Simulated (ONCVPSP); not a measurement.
## An odd input for ONCVPSP 4.0.1 (Lu (Z = 71))

Command:

```bash
oncvpsp.x < Lu.dat > Lu.out
```

Input:

```
# ATOM AND REFERENCE CONFIGURATION
# atsym  z   nc   nv     iexc    psfile
  Lu 71.00    9    5  -001012      upf
#
#   n    l    f
    1    0    2.00
    2    0    2.00
    2    1    6.00
    3    0    2.00
    3    1    6.00
    3    2   10.00
    4    0    2.00
    4    1    6.00
    4    2   10.00
    4    3   14.00
    5    0    2.00
    5    1    6.00
    5    2    1.00
    6    0    2.00
#
# PSEUDOPOTENTIAL AND OPTIMIZATION
# lmax
    3
#
#   l,   rc,      ep,       ncon, nbas, qcut
    0    1.70    0.00    4    7    7.30
    1    1.95    0.00    4   14    8.10
    2    2.25    0.00    4    8    5.10
    3    0.65    0.00    4    9   21.80
#
# LOCAL POTENTIAL
# lloc, lpopt,  rc(5),   dvloc0
    4    5    0.40    2.00
#
# VANDERBILT-KLEINMAN-BYLANDER PROJECTORs
# l, nproj, debl
    0    3    1.10
    1    2    3.00
    2    1    2.50
    3    2    2.30
#
# MODEL CORE CHARGE
# icmod, fcfact, rcfact
    3    5.75    1.25
#
# LOG DERIVATIVE ANALYSIS
# epsh1, epsh2, depsh
   -4.00    5.00    0.02
#
# OUTPUT GRID
# rlmax, drl
    6.00    0.01
#
# TEST CONFIGURATIONS
# ncnf
    4
# nvcnf
#   n    l    f
    5
    4    3   14.00
    5    0    2.00
    5    1    6.00
    5    2    1.00
    6    0    1.00
#
    5
    4    3   14.00
    5    0    2.00
    5    1    6.00
    5    2    1.00
    6    0    0.00
#
    5
    4    3   14.00
    5    0    2.00
    5    1    6.00
    5    2    0.00
    6    0    0.00
#
    5
    4    3   13.00
    5    0    2.00
    5    1    6.00
    5    2    2.00
    6    0    1.00
#
```

This is an input that runs to its end, with one change: nbas of l = 1 set to 14. The unchanged file is no sound one. Note: ghosts flagged at negative energy: s at -2178.7 eV, s at -21.9 eV, p at -1094.2 eV, d at -393.7 eV; no localised positive-energy state flagged. A true bound ghost makes a file unfit for plane-wave use.

Problem. How does the run end?

Solution. The program refuses the input: "test_data: must have ncon+3 <= nbas <= ncon+5, l= 1".

```
ONCVPSP  (Optimized Norm-Conservinng Vanderbilt PSeudopotential)
scalar-relativistic version 4.0.1

test_data: must have ncon+3 <= nbas <= ncon+5, l=   1
 for nproj=2
ERROR: test_data found   1 ERROR; stopping
```
